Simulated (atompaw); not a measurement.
**u(r) = r·R(r): atom against pseudo-atom (indium)**

Columns: radius, all-electron u(r) and pseudo u(r) of the 4d shell (level -22.25 eV) of indium in the configuration [Ar] 3d10 4s2 4p6 4d10 5s2 5p0.5; LDA (PW92), scalar-relativistic, PAW (atompaw) scheme, atompaw 4.2.0.5.

```
r (bohr)  all-electron  pseudo
   0.079       -0.1820  0.0019
   0.158       -0.4638  0.0149
   0.237       -0.4962  0.0480
   0.315       -0.3127  0.1060
   0.394       -0.0278  0.1916
   0.473        0.2667  0.3007
   0.552        0.5219  0.4257
   0.631        0.7187  0.5561
   0.710        0.8556  0.6801
   0.788        0.9386  0.7858
   0.867        0.9800  0.8672
   0.946        0.9886  0.9180
   1.025        0.9735  0.9374
   1.104        0.9422  0.9286
   1.183        0.9001  0.8978
   1.262        0.8516  0.8526
   1.340        0.8005  0.8011
   1.419        0.7475  0.7475
   1.498        0.6949  0.6949
   1.577        0.6436  0.6436
   1.656        0.5944  0.5944
   1.735        0.5477  0.5477
   1.813        0.5041  0.5041
   1.892        0.4629  0.4629
   1.971        0.4246  0.4246
   2.050        0.3889  0.3889
```

Q: How many radial nodes do the two functions have?

A: The all-electron 4d function has n − l − 1 = 1; the pseudo-wave has 0, since the states of the same l below it are removed with the core.

Q: At about which radius was the pseudo-wave matched?

A: 1.45 bohr, where the columns begin to agree (steps of 0.08 bohr).

Q: Is the pseudo-wave norm-conserving?

A: No, it belongs to a PAW set: the norm inside the radius is not constrained, and the difference is carried by the augmentation charge.
